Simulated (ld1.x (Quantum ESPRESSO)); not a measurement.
# Before and after: TM potential for chlorine

chlorine, norm-conserving Troullier–Martins (Kleinman–Bylander form), made with ld1.x (Quantum ESPRESSO) 7.5 (PBEsol, non-relativistic). Core [Ne], reference 3s2 3p4 (charge +1). Waves: 3s (bound): rc 1.00 bohr; 3d channel at -0.15 Ry: rc 1.05 bohr; 3p (bound): rc 0.90 bohr. Local part: the p channel. Core correction: none.

Change: functional LDA (PZ).

Cutoffs: the cutoffs (Ry, on a coarse ladder) from which the occupation-weighted sum of valence levels, in a spherical-Bessel basis at the reference potential, stays within 10 and 1 mRy of its value at 400 Ry; they do not see the model core or the augmentation charge, which bear on the density cutoff. Errors are all-electron minus pseudo energies relative to the spin-unpolarised reference configuration.

Predict the effect on cutoff, ghosts and configuration errors.

The number of tests with a reliable result goes from 7 to 9; of the 7 tests that both files solve, the error grows in 4 and shrinks in 1 by more than 15 % and 0.3 meV (median size 10.3 → 10.6 meV); neither file shows a bound ghost.

| quantity | base | changed |
| --- | --- | --- |
| cutoff, loose | 230 Ry | 230 Ry |
| cutoff, tight | over 300 Ry | over 300 Ry |
| bound ghosts | none | none |
| error for 3s2 3p5, meV [ΔE -13.85 → -13.99 eV] | +9.4 | +11 |
| error for 3s2 3p3, meV [ΔE 25.41 → 25.54 eV] | +20 | +24 |
| error for 3s2 3p2, meV [ΔE 63.67 → 63.94 eV] | +105 | +127 |
| error for 3s2 3p1, meV [ΔE 115.86 → 116.31 eV] | +298 | +372 |
| error for 3s1 3p6, meV [ΔE -1.92 → -2.12 eV] | +10 | +8.6 |
| error for 3s2 3p4.5, meV [ΔE -8.28 → -8.35 eV] | +2.9 | +3.2 |
| error for 3s1 3p5, meV [ΔE 12.48 → 12.40 eV] | +8.0 | +6.6 |
| s: phases at 1.15 bohr within 0.05 rad from the reference energy up to (Ry; the scan ends near 5) | -1.1 | -1.1 |
| p: phases at 1.15 bohr within 0.05 rad from the reference energy up to (Ry; the scan ends near 5) | 0.2 | 0.2 |
| d: phases at 1.15 bohr within 0.05 rad from the reference energy up to (Ry; the scan ends near 5) | to the end of the scan | to the end of the scan |
